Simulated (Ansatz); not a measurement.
# Ligand exchange: KBr + LiSH → KSH + LiBr

Species: KBr, singlet; LiSH `[Li][SH]`, singlet; KSH `[SH][K]`, singlet; LiBr, singlet. The partners trade Br for SH: K–Br and Li–SH bonds give way to K–SH and Li–Br.

Shapes, held fixed at every level: PBE0-D4/def2-TZVP. Programs: Ansatz 0.2.0. The zero-point and thermal change to 298 K, harmonic and unscaled (PBE0-D4/def2-TZVP), is -0.5 kJ/mol.

| level | kind | ΔH(298 K) (kJ/mol) | less CCSD(T)/def2-TZVPP |
| --- | --- | --- | --- |
| HF/def2-SVP | Hartree–Fock | +16.5 | +2.4 |
| wB97M-V/def2-TZVPP | range-separated hybrid | +13.6 | -0.5 |
| B2PLYP/def2-TZVPP | double hybrid | +13.1 | -1.0 |
| MP2/def2-SVP | perturbation theory | +15.4 | +1.3 |
| CCSD/def2-SVP | coupled cluster or CI | +15.0 | +0.9 |
| CCSD/def2-TZVPP | coupled cluster or CI | +14.4 | +0.3 |
| CCSD(T)/def2-TZVPP | coupled cluster or CI | +14.1 | 0.0 |

The highest level, CCSD(T)/def2-TZVPP, gives ΔH(298 K) = +14.1 kJ/mol; the levels span +13.1 to +16.5. The column of differences is taken from that level and isn't an error. No measured value is set beside it here. Relativity is left out for Br. Outer-core shells of Br, K, Li are correlated in most correlated rows, in sets that cover them unevenly.
